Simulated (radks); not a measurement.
O V, 4 electrons, occupied as [He] 2s2 (the NIST ground configuration). All-electron calculation, scalar-relativistic Kohn-Sham, MS2 meta-GGA, spin-polarised, spherical densities, finite nucleus; meta-GGA in the generalised Kohn-Sham scheme; Fermi nuclear charge, rms radius 2.6991 fm. Program: a radial shooting solver on a logarithmic mesh with Libxc functionals.

Normalised radial functions P(r) = r R(r), r in bohr:

```
   r/bohr * 1s (the largest magnitude, 2.02, reaches the edge; | marks zero)
  0.01134 |           *
  0.01385 |              *
  0.01679 |                *
   0.0205 |                    *
  0.02504 |                       *
  0.03059 |                           *
  0.03706 |                                *
  0.04527 |                                    *
  0.05529 |                                         *
    0.067 |                                             *
  0.08183 |                                                  *
  0.09995 |                                                     *
   0.1211 |                                                      *
   0.1479 |                                                      *
   0.1807 |                                                   *
   0.2207 |                                              *
   0.2674 |                                       *
   0.3266 |                              *
   0.3989 |                     *
   0.4833 |             *
   0.5903 |       *
    0.721 |   *
   0.8736 | *
    1.067 |*
    1.303 *
    1.592 *
    1.929 *
    2.356 *
    2.877 *
```

1s: eigenvalue -624.30 eV, 0 radial nodes, <r> = 0.198 bohr, 90 % of the charge inside 0.354 bohr.
